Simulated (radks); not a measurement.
Results of a calculation; reference values are marked as such.
Problem. Species: Pr VI. Configuration: [Xe]. Code: a radial shooting solver on a logarithmic mesh with Libxc functionals. Model: scalar-relativistic Kohn-Sham, LB94 model potential, spin-unpolarised, spherical densities, finite nucleus; Fermi nuclear charge, rms radius 4.8919 fm. Some entries of the table are withheld. Estimate them.

orbital  occ.  eigenvalue (eV)  <r> (bohr)
1s          2        -42066.12     0.02406
2s          2        -6852.451      0.1029
2p          6        -6145.670     0.09034
3s          2        -1555.223      0.2720
3p          6        -1330.693      0.2699
3d         10        -1014.116      0.2469
4s          2        -373.8399      0.6179
4p          6        -300.1060      0.6518
4d         10              (1)      0.7069
5s          2        -105.2954       1.381
5p          6              (2)       1.546
4f          0         -80.0010      0.8510
5d          0         -56.7209       1.931
6s          0              (3)       2.741
6p          0         -40.2501       3.048

Solution. 
(1) 4d eigenvalue (eV): -194.1935
(2) 5p eigenvalue (eV): -84.3284
(3) 6s eigenvalue (eV): -47.4448
